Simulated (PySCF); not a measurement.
## Radial density of Br²⁺ (bromine, charge +2)

UHF, [Ar] 3d10 4s2 4p3, high-spin 4S determinant. All numbers are calculated (PySCF 2.14, no relativity, point nucleus, in def2-TZVP (6s5p4d1f, 48 functions)).

```
r (bohr)  4πr²ρ (e/bohr)  4πr²(ρα − ρβ)
0.000603          0.1292         0.0000
 0.00101          0.3561         0.0000
 0.00170          0.9578         0.0000
 0.00287           2.501         0.0000
 0.00482           6.168         0.0000
 0.00811           13.88         0.0001
  0.0136           26.73         0.0013
  0.0230           39.98         0.0077
  0.0386           41.41         0.0355
  0.0649           35.23         0.1087
   0.109           47.38         0.1514
   0.184           43.57        -0.0072
   0.309           28.40         0.1945
   0.520           33.44         0.2327
   0.874           10.66         0.2720
    1.47           4.103         2.0008
    2.47           1.305         0.9118
    4.16         0.03963         0.0298
    7.00       7.227e-05         0.0001
```

Task: Where is the radial spin density 4πr²(ρα − ρβ) most negative, and why is it negative at all?

Result: Around r = 0.184 bohr, down to -0.0072 e/bohr: exchange with the open shell polarises the paired shells in an unrestricted calculation.
